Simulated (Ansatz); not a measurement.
The same ligand exchange along the group B, Al, Ga, In.

Calculated with Ansatz (gas phase, PBE0-D4/def2-TZVP geometries, no zero-point term in ΔE). CCSD(T)/CBS is the MP2 limit (def2-TZVPP, def2-QZVPP) plus CCSD(T) − MP2 in def2-TZVPP, frozen cores. This one scheme is used for every species. Functionals use def2-TZVPP. def2 core potentials past Kr. For Br, Ga, In outer-core shells are correlated without core-valence functions, which leaves a few kJ/mol of doubt a bond. Scalar relativity is left out up to krypton. One conformer a species, not always the lowest.

```json
{"reaction": "`NB(N)Br` + H₂S → `NB(N)S` + HBr", "CCSD(T)/CBS(def2) (eV)": "0.32"}
{"reaction": "`[NH2][Al]([NH2])[Br]` + H₂S → `[NH2][Al]([NH2])[SH]` + HBr", "CCSD(T)/CBS(def2) (eV)": "0.60"}
{"reaction": "`[NH2][Ga]([NH2])[Br]` + H₂S → `[NH2][Ga]([NH2])[SH]` + HBr", "CCSD(T)/CBS(def2) (eV)": "?"}
{"reaction": "`[NH2][In]([NH2])[Br]` + H₂S → `[NH2][In]([NH2])[SH]` + HBr", "CCSD(T)/CBS(def2) (eV)": "0.54"}
```

Fill in the missing values. (An estimate is asked.)

Computed: `[NH2][Ga]([NH2])[Br]` + H₂S → `[NH2][Ga]([NH2])[SH]` + HBr: +0.48 eV.

Largest T1 diagnostic: 0.014, for `[NH2][In]([NH2])[SH]`.
